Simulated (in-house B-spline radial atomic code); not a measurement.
Binding energies in Ag+

NIST's tabulated ground configuration is [Kr] 4d10; each binding energy is the energy of the ion with one electron taken from that subshell, relaxed, less that of the parent. Computed with a radial B-spline atomic code at the basis-set limit: Dirac-Hartree-Fock, average of configuration, Fermi nucleus of rms radius 4.5454 fm. Energies include first-order Breit, QED and recoil terms.

```csv
subshell,X-ray name,binding energy (eV),-ε (eV),relaxation (eV)
1s,K,25530.1,25672.6,64.0
2s,L1,3829.4,3871.8,34.6
2p1/2,L2,3541.7,3587.1,37.8
2p3/2,L3,3368.8,3410.9,36.8
3s,M1,737.1,753.1,14.8
3p1/2,M2,622.4,638.6,15.1
3p3/2,M3,591.1,606.5,14.7
3d3/2,M4,389.6,405.8,16.0
3d5/2,M5,383.6,399.4,15.8
4s,N1,119.8,124.3,4.3
4p1/2,N2,82.47,86.43,3.82
4p3/2,N3,77.44,81.08,3.57
4d3/2,N4,20.22,22.44,2.21
4d5/2,N5,19.67,21.77,2.12
```

Relaxation = -ε minus the binding energy without Breit, QED and recoil terms.

Emission lines follow as differences of binding energies, with λ = 12398.42 eV·Å / E:

```json
{"line": "K-L3", "holes": "1s → 2p3/2", "energy (eV)": "22161.3", "wavelength (Å)": "0.55946"}
{"line": "K-L2", "holes": "1s → 2p1/2", "energy (eV)": "21988.4", "wavelength (Å)": "0.56386"}
{"line": "K-M3", "holes": "1s → 3p3/2", "energy (eV)": "24939.0", "wavelength (Å)": "0.49715"}
{"line": "L3-M5", "holes": "2p3/2 → 3d5/2", "energy (eV)": "2985.2", "wavelength (Å)": "4.1533"}
{"line": "L2-M4", "holes": "2p1/2 → 3d3/2", "energy (eV)": "3152.1", "wavelength (Å)": "3.9334"}
{"line": "L1-M3", "holes": "2s → 3p3/2", "energy (eV)": "3238.3", "wavelength (Å)": "3.8287"}
{"line": "L3-M1", "holes": "2p3/2 → 3s", "energy (eV)": "2631.7", "wavelength (Å)": "4.7112"}
{"line": "L2-N4", "holes": "2p1/2 → 4d3/2", "energy (eV)": "3521.5", "wavelength (Å)": "3.5208"}
```

**Question.** What screening constant σ does Moseley's law, E = (3/4)·13.6057 eV·(Z - σ)², need for K-L3?

**Answer.** σ = 0.40.

Moseley's non-relativistic formula needs a falling, then negative, screening constant for heavy elements, because relativity binds the 1s electron more strongly than the formula allows.

**Question.** What does it cost to remove both a 1s and a 3d3/2 electron?

**Answer.** 25970 eV, which is 49.84 eV more than the two single binding energies together.

**Question.** What does it cost to remove both a 3d5/2 and a 4d3/2 electron?

**Answer.** 420.39 eV, which is 16.57 eV more than the two single binding energies together.

**Question.** What does it cost to remove both a 4d5/2 and a 4d3/2 electron?

**Answer.** 54.381 eV, which is 14.48 eV more than the two single binding energies together.
